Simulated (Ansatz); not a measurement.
`C=N[SiH2]S` + `[AlH2][SiH3]` → `C=N[SiH2][AlH][SiH3]` + H₂S  (formal exchange of groups at the Si–S bond)

Calculated with Ansatz (gas phase, PBE0-D4/def2-TZVP geometries, no zero-point term in ΔE). CCSD(T)/CBS is the MP2 limit (def2-TZVPP, def2-QZVPP) plus CCSD(T) − MP2 in def2-TZVPP, frozen cores. This one scheme is used for every species. Functionals use def2-TZVPP. One conformer a species, not always the lowest.

`C=N[SiH2]S`:

```xyz
9

C    -0.551   -1.226    1.199
N    -0.241   -0.049    0.883
Si   -0.125    0.526   -0.754
S     1.881    1.089   -1.188
H    -0.788   -2.022    0.474
H    -0.600   -1.521    2.254
H    -1.048    1.680   -0.862
H    -0.451   -0.515   -1.769
H     1.922    2.038   -0.237
```

`[AlH2][SiH3]`:

Cartesian coordinates in Å:
```
Al -0.118 -0.284 1.374
Si 0.099 0.232 -1.018
H 0.449 0.695 2.490
H -0.840 -1.626 1.824
H 0.851 -0.848 -1.722
H -1.245 0.313 -1.663
H 0.804 1.517 -1.285
```

`C=N[SiH2][AlH][SiH3]`:

Z-matrix (Å, degrees):
```
Si
N 1 1.750
Al 1 2.462 2 106.2
H 1 1.504 2 111.8 3 122.5
H 1 1.489 2 106.7 3 -120.7
C 2 1.258 1 125.3 3 -112.4
Si 3 2.457 1 117.5 2 18.9
H 3 1.592 1 121.0 2 -161.0
H 6 1.102 2 124.2 1 -2.5
H 6 1.096 2 120.3 1 177.6
H 7 1.493 3 109.5 1 -82.3
H 7 1.491 3 111.1 1 35.7
H 7 1.491 3 113.8 1 157.4
```

H₂S:

Cartesian coordinates in Å:
```
S -0.338 0.218 0.471
H 0.733 -0.585 0.390
H -0.394 0.367 -0.861
```

```csv
level,ΔE (kJ/mol)
ωB97X-V,58.1
HF/def2-TZVPP,69.4
SCS-MP2/def2-TZVPP,64.0
HF/CBS(def2),70.2
```

(1) What does CCSD(T)/CBS give? (Estimate.)

Largest T1 diagnostic among the species: 0.014.

Answers

(1) Ansatz gave: +57.7 kJ/mol. The listed levels differ from it by 0.4, 11.7, 6.3, 12.5 kJ/mol.

In def2-TZVPP, CCSD(T) changes the Hartree–Fock value by −14.9 kJ/mol (the triples alone add −1.1 kJ/mol) and MP2 by −4.6 kJ/mol. From PBE to PBE0 (25 % exact exchange), in def2-TZVPP and without D4, ΔE moves by +5.2 kJ/mol.
